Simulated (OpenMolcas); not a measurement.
# Fe3+ in K2NaGaF6: curves along the breathing mode

Fe3+ with its 6 nearest fluoride ions, on the Ga site of K2NaGaF6 (a = 8.246 Å, distance in the model lattice 1.938 Å). The rest of the host is ab initio model potentials to 7.6 Å, with orthogonalisation functions on the cations behind the ligands, and point charges beyond; the distance is set by hand and nothing relaxes. Ligand basis ANO-RCC-VDZP.

```json
{
  "Program": "OpenMolcas",
  "Method": "SS-CASPT2, IPEA 0.25 Eh, imaginary shift 0.1 Eh (closed shells correlated: 3s 3p and the ligand valence shells)",
  "Basis": "ANO-RCC-VDZP [5s4p2d1f]",
  "Scalar Hamiltonian": "DKH2, point nucleus",
  "Active space": "5 electrons in 5 orbitals (3d)",
  "State averaging": "2S+1 = 6 even, 1 root; 2S+1 = 4 even, 24 roots; 2S+1 = 2 even, 75 roots",
  "Spin-orbit coupling": "state interaction with AMFI integrals over the reference wave functions"
}
```

Spin-free energies (labels of O, the rotations of Oh) in cm-1 above the lowest fitted minimum, as all ligands move together:

```
R (Å)    6A1    4T1    2T2    4T2    4A1     4E    2A2
 1.82   2700  15400  12910  21210  30170  30230  26090
1.863    230  14740  13780  20260  27820  27860  25460
1.906    320  16360  16710  21570  28000  28020  27120
1.949   2580  19920  21340  24820  30320  30340  30670
1.992   6720  25130  27340  29750  34500  34500  35890
2.035  12530  31840  34820  36180  40320  40330  42590
2.078  19850  39880  43160  43980  47620  47590  50560
```

Cubic fits give the following; the wavenumber is harmonic, with the mass of all moving ligands, small differences in it between states hang on the degree of the fit, a number in brackets counts states of one label, and the table is a selection of at most 14 states with clean curves.

| State | R0 (Å) | Breathing mode (cm-1) | Minimum (cm-1) |
| --- | --- | --- | --- |
| 6A1 | 1.884 | 611 | 0 |
| 4T1 | 1.853 | 599 | 14720 |
| 2T2 | 1.823 | 592 | 12900 |
| 4T2 | 1.859 | 594 | 20280 |
| 4A1 | 1.882 | 608 | 27640 |
| 4E | 1.882 | 609 | 27660 |
| 2A2 | 1.852 | 599 | 25430 |
| 2T1 | 1.854 | 591 | 26970 |
| 4T2(2) | 1.880 | 613 | 30400 |
| 2T2(2) | 1.854 | 581 | 28730 |
| 2E | 1.853 | 597 | 30140 |
| 4E(2) | 1.882 | 609 | 33410 |
| 2T1(2) | 1.858 | 590 | 34960 |
| 2E(2) | 1.878 | 593 | 38490 |

Roots that are degenerate in the reference are averaged as groups; the widest CASPT2 spread within a group is 550 cm-1 (the 3-fold group of multiplicity 2 near 59000 cm-1 above the lowest state of its run, R = 1.992). Shifts and gaps below about the spread of the groups concerned are not significant. Over all roots computed the reference weight is 0.72 to 0.74 in R = 1.82, 0.71 to 0.74 in R = 1.863, 0.71 to 0.74 in R = 1.906, 0.71 to 0.74 in R = 1.949, 0.70 to 0.74 in R = 1.992, 0.70 to 0.73 in R = 2.035, 0.69 to 0.73 in R = 2.078; a low but even weight reflects the number of correlated electrons. Ligand-to-metal charge-transfer states are missing. These CASPT2 states fit no ligand-field parameters well, so their order and spin gaps are uncertain. With no ligand orbital active B as a rule stays too high, so bands that hang on it stand too high and its fall with covalency is understated. With one d shell and no ligand orbital active, 10Dq can be off by a tenth or more. This shell can be high or low spin here, a state of another spin lies low, and with metal d orbitals alone active their balance is uncertain, so the ground spin may be wrong (holds for R = 1.82; R = 1.863). Free-ion shares, where given, are those of the reference states; single-state CASPT2 does not remix them (holds for R = 2.035; R = 2.078). No measured value stands beside these numbers.
